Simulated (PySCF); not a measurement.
Radial density of Tl³⁺ (thallium, charge +3)

UHF, [Xe] 4f14 5d10, closed-shell 1S. All numbers are calculated (PySCF 2.14, a scalar-relativistic core potential, in def2-TZVP with the def2 core potential (60 electrons) (6s5p3d2f, 50 functions)). This is the valence pseudo-density: the core potential removes the inner electrons and smooths the orbitals near the nucleus.

| r (bohr) | 4πr²ρ (e/bohr) |
| --- | --- |
| 0.0282 | 1.184e-05 |
| 0.0474 | 1.943e-05 |
| 0.0798 | 5.610e-05 |
| 0.134 | 0.0004814 |
| 0.226 | 0.008945 |
| 0.380 | 0.3752 |
| 0.639 | 9.200 |
| 1.07 | 18.60 |
| 1.81 | 4.441 |
| 3.04 | 0.1842 |
| 5.11 | 0.0002680 |

Energies and moments cover only the electrons outside the core potential. Spin-orbit coupling, which splits the p, d and f shells strongly at this Z, is absent.
